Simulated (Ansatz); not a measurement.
`N[SiH2]OBF` + `BBN` → `NBBF` + `BO[SiH2]N`  (redistribution)

Isolated molecules relaxed with PBE0-D4/def2-TZVP in Ansatz; ΔE leaves out vibrations. CBS: MP2 limit from def2 TZ/QZ plus the TZ coupled-cluster correction, frozen cores. DFT in def2-TZVPP. B3LYP here is the variant with VWN-RPA as its local correlation; programs differ in this. One conformer a species, not always the lowest.

```tsv
level	ΔE (kJ/mol)
B3LYP-D4	20.7
PBE0	22.3
HF/def2-TZVPP	28.3
MP2/def2-TZVPP	18.0
CCSD(T)/def2-TZVPP	17.4
HF/def2-QZVPP	28.1
SCS-MP2/def2-QZVPP	17.3
HF/CBS(def2)	28.1
```

**Question.** What does CCSD(T)/CBS give? (An estimate is asked.)

**Answer.** Ansatz gave: +17.9 kJ/mol. The listed levels differ from it by 2.8, 4.4, 10.4, 0.1, -0.5, 10.2, -0.6, 10.2 kJ/mol.

Largest T1 diagnostic among the species: 0.015.

From PBE to PBE0 (25 % exact exchange), in def2-TZVPP and without D4, ΔE moves by +3.7 kJ/mol. In def2-TZVPP, CCSD(T) changes the Hartree–Fock value by −10.8 kJ/mol (the triples alone add −2.4 kJ/mol) and MP2 by −10.2 kJ/mol.
